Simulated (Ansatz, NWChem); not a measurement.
**Worked example: the enthalpy of formation of GeH3F (fluorogermane)**

GeH3F has 5 atoms, charge 0, and is taken as a singlet. SMILES: `[F][GeH3]`. The shape is that of a PBE0-D4/def2-TZVP optimisation.

Total energies at B3LYP/6-31G* (spherical functions) (NWChem 7.3.0); the atoms run unrestricted:

| species | state | energy (Eh) |
| --- | --- | --- |
| GeH3F | singlet | -2178.418654 |
| F | doublet | -99.714578 |
| Ge | triplet | -2076.685587 |
| H | doublet | -0.500273 |

Harmonic wavenumbers at PBE0-D4/def2-TZVP, in cm⁻¹: 636, 636, 699, 870, 871, 873, 2179, 2188, 2188.

Measured heats of formation of the gaseous atoms at 298.15 K, in kJ/mol: F 79.4, Ge 372.0, H 218.0. Spin-orbit lowering of the atoms at 298 K (mean of the ground term's levels less their thermal mean, from spectra), in kJ/mol: F 1.29, Ge 10.39. Take 1 Eh = 2625.50 kJ/mol, 1 cm⁻¹ = 0.0119627 kJ/mol, RT = 2.479 kJ/mol.

Q: What heat of formation follows?

A: 
1. Electronic atomisation energy: (-99.714578) + (-2076.685587) + 3 × (-0.500273) − (-2178.418654) = 0.517670 Eh = 1359.1 kJ/mol.
2. Zero-point energy: half the sum of the wavenumbers, 5570 cm⁻¹ = 66.6 kJ/mol.
3. Thermal vibrational enthalpy, Σ hcν̃/(exp(hcν̃/kT) − 1): 1.5 kJ/mol. Translation, rotation and pV of a non-linear molecule: 4 RT = 9.9 kJ/mol.
4. The 5 free atoms carry 5/2 RT each: 31.0 kJ/mol.
5. Spin-orbit coupling lowers the free atoms by 1.29 + 10.39 = 11.7 kJ/mol.
6. Atomisation enthalpy at 298 K: 1359.1 − 11.7 − 66.6 − 1.5 − 9.9 + 31.0 = 1300.4 kJ/mol.
7. Sum of the atoms' heats of formation: 1105.4 kJ/mol. Heat of formation: 1105.4 − 1300.4 = -195.0 kJ/mol.

No measured value is set beside it here. Relativity is left out. Anharmonicity and any spin-orbit splitting of the molecule are left out.
